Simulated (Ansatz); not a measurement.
# Group exchange: HOI + C2H3F3O → H2O2 + C2H2F3I

Species: HOI `OI`, singlet; C2H3F3O (2,2,2-trifluoroethanol) `OCC(F)(F)F`, singlet; H2O2 `OO`, singlet; C2H2F3I (1,1,1-trifluoro-2-iodoethane) `FC(F)(F)CI`, singlet. The partners trade I for OH: O–I and C–OH bonds give way to O–OH and C–I.

Shapes, held fixed at every level: PBE0-D4/def2-TZVP. Flexible molecules stand in one conformer, not always the lowest. Programs: Ansatz 0.2.0. The zero-point and thermal change to 298 K, harmonic and unscaled (PBE0-D4/def2-TZVP), is -1.4 kJ/mol.

Q: Estimate the reaction enthalpy at 298 K.

A: From tabulated heats of formation (Active Thermochemical Tables, CRC Handbook of Chemistry and Physics), ΔH(298 K) = +169.8 kJ/mol. Nearest: BHLYP-D4/def2-TZVPP (-5.5); farthest: CCSD(T)/def2-SVP (-26.0). 1 of 7 levels lie within 10 kJ/mol. The heats of C2H3F3O, C2H2F3I come from older tables and can be uncertain by 10 kJ/mol or more. For atoms past krypton def2 sets carry core potentials with scalar relativity. Correlated rows may include outer-core shells of I, which these sets cover unevenly. Times are processor times on shared x86 and Arm servers, and rough.

```json
{"level": "r2SCAN-D4/def2-TZVPP", "kind": "meta-GGA", "ΔH (kJ/mol)": "+154.6", "computed − measured": "-15.1", "CPU time (all species)": "28 s"}
{"level": "B3LYP-D4/def2-TZVPP", "kind": "global hybrid", "ΔH (kJ/mol)": "+157.4", "computed − measured": "-12.3", "CPU time (all species)": "25 s"}
{"level": "BHLYP-D4/def2-TZVPP", "kind": "global hybrid", "ΔH (kJ/mol)": "+164.2", "computed − measured": "-5.5", "CPU time (all species)": "18 s"}
{"level": "wB97M-V/def2-TZVPP", "kind": "range-separated hybrid", "ΔH (kJ/mol)": "+156.2", "computed − measured": "-13.6", "CPU time (all species)": "61 s"}
{"level": "CCSD(T)/def2-SVP", "kind": "coupled cluster or CI", "ΔH (kJ/mol)": "+143.7", "computed − measured": "-26.0", "CPU time (all species)": "48 s"}
{"level": "CCSD/def2-SVP", "kind": "coupled cluster or CI", "ΔH (kJ/mol)": "+147.3", "computed − measured": "-22.5", "CPU time (all species)": "–"}
{"level": "CCSD(T)/def2-TZVPP", "kind": "coupled cluster or CI", "ΔH (kJ/mol)": "+152.0", "computed − measured": "-17.7", "CPU time (all species)": "22 min"}
```
